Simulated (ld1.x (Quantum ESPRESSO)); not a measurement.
# oxygen PAW: all-electron and pseudo phase curves

O, PAW, made with ld1.x (Quantum ESPRESSO) 7.5 (LDA (PZ), scalar-relativistic). Core [He], reference 2s2 2p4. Waves: 2s (bound): rcut 1.00, rcutus 1.05 bohr; 2s channel at 1.5 Ry: rcut 1.00, rcutus 1.05 bohr; 2p (bound): rcut 0.90, rcutus 0.95 bohr; 2p channel at 0.6 Ry: rcut 0.90, rcutus 0.95 bohr. Local part: all-electron potential smoothed inside 0.95 bohr (lloc = -1). Core correction: Bessel-smoothed model core inside 0.85 bohr. Augmentation charge: PSQ, inside the norm-conserving radii.

The phase is arctan(r·u′/u) with u = r·R(r), unwrapped; energies in Ry, scanned from -4 to 5 Ry. A pole is an energy at which the radial function vanishes at the test radius. The pseudo phase is shifted by a multiple of π to meet the all-electron one at the reference energy, and phase errors are pseudo minus all-electron; the curves can meet again beyond the range given. Levels narrower than the energy grid can be missing from the lists of poles.

Question: For each channel, where are the poles, and over which energies does the pseudopotential scatter like the atom?

Answer:

```
channel  radius (bohr)  reference energy (Ry)  poles, all-electron  poles, pseudo  unbroken range about the reference energy with phases within 0.05 rad  phase error 1 Ry above the reference energy (rad)
      s           1.15                  -1.75                 3.77           3.77                                                        the whole range                                             +0.000
      p           1.15                  -0.68                 3.33           3.33                                                        the whole range                                             +0.000
```

Phases in the s channel:

```
E (Ry)  all-electron  pseudo
 -4.00         0.672   0.672
 -3.76         0.593   0.592
 -3.52         0.499   0.499
 -3.28         0.389   0.389
 -3.04         0.262   0.262
 -2.80         0.118   0.118
 -2.56        -0.040  -0.040
 -2.32        -0.205  -0.205
 -2.08        -0.370  -0.370
 -1.84        -0.525  -0.525
 -1.60        -0.665  -0.665
 -1.36        -0.789  -0.789
 -1.12        -0.895  -0.894
 -0.88        -0.985  -0.985
 -0.64        -1.062  -1.062
 -0.40        -1.127  -1.127
 -0.16        -1.184  -1.184
  0.08        -1.232  -1.232
  0.32        -1.275  -1.275
  0.56        -1.312  -1.312
  0.80        -1.344  -1.344
  1.04        -1.374  -1.373
  1.28        -1.400  -1.400
  1.52        -1.423  -1.423
  1.76        -1.445  -1.445
  2.00        -1.464  -1.464
  2.24        -1.482  -1.482
  2.48        -1.499  -1.499
  2.72        -1.514  -1.514
  2.96        -1.528  -1.528
  3.20        -1.542  -1.542
  3.44        -1.554  -1.554
  3.68        -1.566  -1.566
  3.92        -1.578  -1.578
  4.16        -1.588  -1.589
  4.40        -1.599  -1.599
  4.64        -1.609  -1.609
  4.88        -1.618  -1.619
```
